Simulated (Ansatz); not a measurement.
ZrSe₂⁺. Charge 1, multiplicity 2. Geometry relaxed at PBE0-D4/def2-TZVP.

```
atom   x (Å)   y (Å)   z (Å)
 Zr1  -1.290   0.142  -0.565
 Se2   0.406   0.807   1.049
 Se3   0.884  -0.949  -0.484
```

In the def2 sets Zr takes a core potential; there is no spin–orbit coupling. The structure comes from a short search, and lower isomers may exist.

Q: Estimate the harmonic wavenumbers at UKS PBE0-D4/def2-TZVP (Ansatz, unscaled). Is this a minimum?

A: 237, 265, 363 cm⁻¹. Yes, no mode is imaginary beyond noise. Zero-point energy 5.2 kJ/mol. Hardware: 4 threads of Intel Xeon Platinum 8559C on a shared host. Wall time 12 s.
